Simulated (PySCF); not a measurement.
C2H8GeO2Si, SMILES O=C(O)[SiH2][CH2][GeH3], singlet, GFN2-xTB optimised geometry. Atoms within 1.6 Å of the plane z = 0.0 Å (x, y, z in Å): O1 (3.06, -0.36, 0.00), C2 (1.86, -0.36, 0.00), O3 (1.16, -1.51, 0.03), Si4 (0.71, 1.17, 0.00), C5 (-0.84, 0.69, -0.97), Ge6 (-1.59, -1.09, -0.52), H7 (1.75, -2.29, 0.06), H8 (0.40, 1.44, 1.41), H9 (1.45, 2.29, -0.60), H10 (-1.61, 1.44, -0.80), H12 (-1.49, -1.43, 0.93), H13 (-3.06, -1.05, -0.84), H14 (-1.03, -2.20, -1.34).

Method: CAM-B3LYP/def2-TZVP (PySCF 2.14.0). Cells within 0.4 Å of a nucleus heavier than hydrogen are left out (blank, or x).

Map of the deformation density (molecule minus spherical neutral atoms) (e/bohr³) on the plane z = 0.0 Å:

```
|11111111111111111111111111111|
|11111111111111111111111111111|
|11111111111111111111111111111|
|11111111111111111111111111111|
|11111111111111111111111111111|
|11111111111111111111111111111|
|11111111111111111111111111111|
|11111111111111111111111111111|
|11111111111111011221111111111|
|11111111111111001321111111111|
|11111111111111001211111111111|
|111111111111121xx100111111111|
|1111111111111221x221111111111|
|11111111111111101452012211111|
|1111111111111110148x34x311111|
|111111111011110001xx9xx311111|
|11111111111110100251337311111|
|11111111110110112x51012111111|
|1111111111111112xx11011111111|
|11111111111111111172011111111|
|11111111111111111130011111111|
|11111111111111111000011111111|
|11111111111111111111111111111|
|11111111111111111111111111111|
|11111111111111111111111111111|
|11111111111111111111111111111|
|11111111111111111111111111111|
|11111111111111111111111111111|
|11111111111111111111111111111|
```
Scale: ten equal steps from -0.023 (start of '0') to 0.128 (end of '9'), in the order '0123456789'; x runs from -5.50 to 5.50, y from -5.50 (bottom) to 5.50 (top).
